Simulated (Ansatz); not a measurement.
Cost and result for the atomization energy of Ge₂H₁₀Si₃ (`[SiH2]1[SiH2][GeH2][SiH2][GeH2]1`) (15 atoms, 15 bonds).

```csv
atom,x (Å),y (Å),z (Å)
Si1,1.5257,-0.3420,-1.2160
Si2,1.4390,1.2787,0.4668
Ge3,-0.2554,0.4359,1.9230
Si4,-1.8636,-0.5822,0.4698
Ge5,-0.7817,-0.7695,-1.6587
H6,2.2801,0.0797,-2.4275
H7,2.1499,-1.5791,-0.6676
H8,0.9741,2.5666,-0.1214
H9,2.7370,1.5073,1.1576
H10,0.3565,-0.6415,2.8390
H11,-0.8745,1.5263,2.8148
H12,-3.0850,0.2611,0.3619
H13,-2.2580,-1.9225,0.9822
H14,-1.3254,0.3194,-2.6035
H15,-1.0186,-2.1382,-2.3204
```

Total charge 0; spin multiplicity 1. Correlated methods include outer-core shells of Ge, which these sets cover unevenly. Scalar relativity is left out up to krypton. The structure was optimised at the PBE0-D4/def2-TZVP level. Program: Ansatz. All runs use 3 threads of an AMD EPYC 7R13 on a shared host and a share of an NVIDIA H100 80 GB. Times are those of one run each, without the atoms' runs, and a repeat can differ threefold. Electronic energies, without spin–orbit coupling; frozen cores. CCSD(T)/CBS adds CCSD(T) − MP2 in def2-TZVPP to the MP2 limit, and its time is that of the two runs behind it. T1 = 0.013. With those shells the extrapolation isn't a true limit. B3LYP takes the VWN-RPA correlation (the form of Gaussian; ORCA's B3LYP/G). HSE06 is the plane-wave form, built on full-range PBE exchange.

CCSD(T)/CBS is a level of theory with its own doubt, some kJ/mol a heavy atom from the limit and from the frozen cores, so smaller differences don't rank the functionals.

```json
{"level": "BLYP-D4/def2-TZVPP", "functions": "362", "wall time": "1.4 s", "atomization (kcal/mol)": "994.5", "difference from CCSD(T)/CBS": "-27.6", "per bond": "-1.8"}
{"level": "revPBE-D4/def2-TZVPP", "functions": "362", "wall time": "1.4 s", "atomization (kcal/mol)": "990.8", "difference from CCSD(T)/CBS": "-31.3", "per bond": "-2.1"}
{"level": "PBE0-D4/def2-TZVPP", "functions": "362", "wall time": "1.6 s", "atomization (kcal/mol)": "1007.6", "difference from CCSD(T)/CBS": "-14.5", "per bond": "-1.0"}
{"level": "HSE06-D4/def2-TZVPP", "functions": "362", "wall time": "1.7 s", "atomization (kcal/mol)": "1007.5", "difference from CCSD(T)/CBS": "-14.6", "per bond": "-1.0"}
{"level": "CAM-B3LYP-D4/def2-TZVPP", "functions": "362", "wall time": "1.7 s", "atomization (kcal/mol)": "1013.1", "difference from CCSD(T)/CBS": "-9.0", "per bond": "-0.6"}
{"level": "CCSD(T)/def2-SVP", "functions": "168", "wall time": "1.7 s", "atomization (kcal/mol)": "946.1", "difference from CCSD(T)/CBS": "-76.0", "per bond": "-5.1"}
{"level": "r2SCAN-D4/def2-TZVPP (with forces)", "functions": "362", "wall time": "2.1 s", "atomization (kcal/mol)": "1021.2", "difference from CCSD(T)/CBS": "-0.9", "per bond": "-0.1"}
{"level": "B2PLYP/def2-TZVPP", "functions": "362", "wall time": "2.1 s", "atomization (kcal/mol)": "994.5", "difference from CCSD(T)/CBS": "-27.6", "per bond": "-1.8"}
{"level": "B3LYP-D4/def2-TZVPP (with forces)", "functions": "362", "wall time": "2.2 s", "atomization (kcal/mol)": "1010.6", "difference from CCSD(T)/CBS": "-11.5", "per bond": "-0.8"}
{"level": "ωB97X-V/def2-TZVPP", "functions": "362", "wall time": "2.4 s", "atomization (kcal/mol)": "1030.1", "difference from CCSD(T)/CBS": "8.0", "per bond": "0.5"}
{"level": "MP2/def2-QZVPP", "functions": "688", "wall time": "7 s", "atomization (kcal/mol)": "997.7", "difference from CCSD(T)/CBS": "-24.4", "per bond": "-1.6"}
{"level": "CCSD(T)/def2-TZVPP", "functions": "362", "wall time": "9 s", "atomization (kcal/mol)": "999.1", "difference from CCSD(T)/CBS": "-23.0", "per bond": "-1.5"}
{"level": "CCSD(T)/CBS(def2)", "functions": "–", "wall time": "16 s", "atomization (kcal/mol)": "1022.1", "difference from CCSD(T)/CBS": "0.0", "per bond": "0.0"}
```

In def2-TZVPP, CCSD(T) changes the Hartree–Fock value by +241.6 kcal/mol (the triples alone add +11.7 kcal/mol) and MP2 by +226.9 kcal/mol; breaking electron pairs costs correlation energy, which Hartree–Fock lacks. From BLYP to BHLYP (50 % exact exchange), in def2-TZVPP and without D4, the atomization energy moves by +18.1 kcal/mol. The D4 term adds +19.4 kcal/mol with B3LYP and +10.4 kcal/mol with PBE0; it sums over pairs of atoms, weighted by their polarisabilities, and B3LYP, whose exchange is more repulsive, gets the larger term.
